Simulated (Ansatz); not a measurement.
CH3F3Ti (`[CH3][Ti]([F])([F])[F]`). The species carries charge 0 and has multiplicity 1.

```xyz
8

C     0.117   -1.040    0.187
Ti   -0.107    0.952   -0.171
F     1.505    1.631   -0.115
F    -0.840    1.072   -1.756
F    -1.143    1.553    1.104
H     0.758   -1.472   -0.586
H     0.576   -1.177    1.170
H    -0.866   -1.519    0.166
```

Task: List the harmonic frequencies (cm⁻¹, unscaled) at PBE0-D4/def2-TZVP in Ansatz. (An estimate is asked.)

Result: The calculation gave: 107, 165, 165, 198, 198, 198, 559, 559, 575, 718, 807, 807, 1169, 1405, 1405, 3033, 3139, 3140.

Task: Is this a minimum?

Result: Yes, all 18 modes are real.

Task: Give the ideal-gas thermochemistry at 298.15 K and 1 bar (rigid rotor, harmonic oscillator; point group C3v, symmetry number 3).

Result: Zero-point energy 109.8 kJ/mol; H(298) − E = 131.4 kJ/mol; entropy 342.9 J/(mol·K), of which translation 168.6, rotation 102.9, vibration 71.4; G(298) − E = 29.2 kJ/mol.

Task: And at 400, 500, 600, 800 and 1000 K?

Result: 
```tsv
T (K)	H − E (kJ/mol)	S (J/mol/K)	G − E (kJ/mol)
400	142.8	375.6	-7.4
500	155.1	403.0	-46.4
600	168.3	427.0	-87.9
800	196.4	467.3	-177.5
1000	226.3	500.7	-274.4
```

Task: Rotational constants (cm⁻¹)?

Result: 0.1039, 0.1039, 0.1023.
